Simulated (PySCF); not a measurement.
(E)-3-methoxyprop-2-en-1-amine (C4H9NO), SMILES CO/C=C/CN. Geometry optimised at PBE-D3(BJ)/def2-SVP. The values are those of a single conformer.

### Question
Give the equilibrium geometry at PBE-D3(BJ)/def2-SVP (PySCF confirms it by a frequency run) as Cartesian coordinates in Å. (Estimate from the structure and the level; the computed values follow.)

### Answer
One answer among several that fit: 
```xyz
15

C      2.4969    -0.1475     0.2755
O      1.6557    -1.0762    -0.3808
C      0.3187    -0.8706    -0.2843
C     -0.3424     0.1147     0.3670
C     -1.8462     0.2335     0.3394
N     -2.3807     1.4036    -0.3719
H      3.5384    -0.4708     0.0918
H      2.3564     0.8838    -0.1217
H      2.3056    -0.1271     1.3727
H     -0.2258    -1.6580    -0.8343
H      0.2098     0.8977     0.9137
H     -2.2462     0.2651     1.3773
H     -2.2785    -0.6830    -0.1197
H     -1.9535     1.4360    -1.3086
H     -2.0491     2.2605     0.0930
```
Charge 0, spin multiplicity 1.
